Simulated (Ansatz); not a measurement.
BiBr$_{2}$, charge +1, singlet, geometry from GFN2-xTB (such geometries of metal compounds can be far from the true shape) (core potentials on Bi). Base run: PBE/def2-TZVP run with Ansatz (an electronic-structure program).

Ansatz was given this input:
Ansatz 0.2 input:
```yaml
crystal:
  periodic: [false, false, false]
  atoms:
    - {symbol: Bi, position_ang: [0.67128196, 0.35682079, 0.22193400]}
    - {symbol: Br, position_ang: [-1.13430237, 0.94178527, -1.43414805]}
    - {symbol: Br, position_ang: [-0.45759485, -1.78796029, 0.90784742]}
basis:
  gaussian:
    orbitals: def2-TZVP
hamiltonian:
  xc: pbe
total_charge: 1
```

The base run was repeated with changes; each row names its change, and settings that it needs were set with it.

```json
[
 {"change": "base", "ΔE vs base (mEh)": "0.000"},
 {"change": "fitting.mean_field = def2-universal-JKFIT", "ΔE vs base (mEh)": "-0.028"},
 {"change": "final_grid = 14, 28, 59", "ΔE vs base (mEh)": "0.000"},
 {"change": "accuracy = high", "ΔE vs base (mEh)": "0.000"},
 {"change": "final_grid = 10, 20, 41", "ΔE vs base (mEh)": "0.000"},
 {"change": "forces = on", "ΔE vs base (mEh)": "0.000"},
 {"change": "final_grid = 6, 12, 29", "ΔE vs base (mEh)": "-0.002"},
 {"change": "nuclear_model = gaussian", "ΔE vs base (mEh)": "26.040"},
 {"change": "point_charge = charge:1.0 position_ang:-4.6373, -0.1376, 2.2311", "ΔE vs base (mEh)": "89.187"},
 {"change": "final_grid = 4, 8, 17", "ΔE vs base (mEh)": "0.049"},
 {"change": "lower_state_search = light", "ΔE vs base (mEh)": "0.000"}
]
```
